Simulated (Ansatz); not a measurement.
Molecule: sum formula TaO$_{2}$H$_{2}$ (charge 0, quartet). The spin state was set by rule; other spins were not relaxed. 
Structure (B3LYP-D3(BJ)/def2-TZVP (Ansatz, a quantum-chemistry and plane-wave program) minimum search):
SMILES: [OH][Ta][OH]
```xyz
5

Ta     0.0000     0.0000     0.0000
O      0.0000     0.0000    -1.9019
H      0.0000     0.0000    -2.8555
O      0.0000     0.0000     1.9019
H      0.0000     0.0000     2.8555
```
Charge 0, spin multiplicity 4.

Computed values are from Ansatz. Cores are frozen in the correlated levels unless marked. Open shells are spin-unrestricted. No spin-orbit coupling. The frozen core is the preceding noble-gas configuration, with the filled d and f shells of earlier blocks. In def2 rows, elements after Kr have scalar-relativistic effective core potentials. CBS(X,Y): correlation extrapolated as X^-3; Hartree-Fock from the larger set. The bracket is a focal-point correction in the basis named.

Task: What is the T1 diagnostic at CCSD/def2-TZVPPD?

Result: 0.019.

Task: What is the total energy at RI-MP2/CBS(def2-TZVPPD,def2-QZVPPD)+[CCSD(T)-MP2]/def2-TZVPPD?

Result: -208.1374 Eh.

Task: What is the vertical ionisation energy (to the triplet) at RI-MP2/CBS(def2-TZVPPD,def2-QZVPPD)+[CCSD(T)-MP2]/def2-TZVPPD?

Result: 6.99 eV.

Task: What is the atomisation energy De at RI-MP2/CBS(def2-TZVPPD,def2-QZVPPD)+[CCSD(T)-MP2]/def2-TZVPPD?

Result: 464.5 kcal/mol.

Task: What is the dipole moment at CCSD(T)/def2-SVPD?

Result: 0.00 D.
